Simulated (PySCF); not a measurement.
Compound: C₃H₅BrOSi.
Geometry (PBE0-D3(BJ)/def2-SVP, Å), atoms numbered from 1 in this order:
```
atom  x, y, z in Å
O1    -0.7555    2.8104    2.2584
C2    -0.5690    1.9885    1.4633
C3    -0.4035    1.0641    0.5338
Si4   -1.9421    0.1536   -0.0309
C5     0.9526    0.6864    0.0440
Br6    1.6208   -0.9999    0.8228
H7    -3.1361    0.8986    0.4639
H8    -1.9673   -1.2436    0.4917
H9    -1.9383    0.1130   -1.5249
H10    1.7178    1.4361    0.2764
H11    0.9503    0.5020   -1.0374
```

Jobs on this species (11 atoms, 80 electrons) with PySCF (density fitting). Hardware of each: one thread of an Arm Neoverse V1, shared host. Other jobs ran on the host; a repeat could differ by tens of per cent or more. Peak memory is the resident size of the whole Python process, interpreter and libraries included.

```csv
level and settings,work,basis functions,SCF cycles,wall time,peak memory
"delta-SCF UKS SCAN, pcX-1 on the ionised atom, pcseg-1 elsewhere, spin-free X2C","ΔSCF core ionisation, 6 holes",148,?,?,?
"delta-SCF UKS SCAN, pcX-2 on the ionised atom, pcseg-1 elsewhere, non-relativistic","ΔSCF core ionisation, 6 holes",168,?,?,?
"delta-SCF UKS PBE0, pcX-2 on the ionised atom, pcseg-1 elsewhere, spin-free X2C","ΔSCF core ionisation, 6 holes",168,95,70 s,0.71 GiB
"delta-SCF UKS B3LYP, pcX-2 on the ionised atom, pcseg-1 elsewhere, spin-free X2C","ΔSCF core ionisation, 6 holes",168,98,72 s,0.70 GiB
"delta-SCF UKS HF, pcX-2 on the ionised atom, pcseg-1 elsewhere, spin-free X2C","ΔSCF core ionisation, 6 holes",168,130,66 s,0.67 GiB
"delta-SCF UKS PBE, pcX-2 on the ionised atom, pcseg-1 elsewhere, spin-free X2C","ΔSCF core ionisation, 6 holes",168,109,30 s,0.59 GiB
"PBE0-D3(BJ)/def2-SVP, grid level 1",geometry optimisation from a GFN2-xTB start shaken at random,131,55,77 s,0.49 GiB
"delta-SCF UKS SCAN, pcX-2 on the ionised atom, pcseg-1 elsewhere, spin-free X2C","ΔSCF core ionisation, 6 holes",168,110,47 s,0.52 GiB
"delta-SCF UKS SCAN, def2-TZVP on the ionised atom, pcseg-1 elsewhere, spin-free X2C","ΔSCF core ionisation, 6 holes",145,107,43 s,0.44 GiB
```

Fill in the missing figures.

- delta-SCF UKS SCAN, pcX-1 on the ionised atom, pcseg-1 elsewhere, spin-free X2C; ΔSCF core ionisation, 6 holes: 39 s, 0.49 GiB, 109 SCF cycles
- delta-SCF UKS SCAN, pcX-2 on the ionised atom, pcseg-1 elsewhere, non-relativistic; ΔSCF core ionisation, 6 holes: 44 s, 0.58 GiB, 109 SCF cycles

What do all jobs in the table cost together?

About 8.1 min; the longest takes about 16 % of that, and about 2.6 times as long as the shortest.
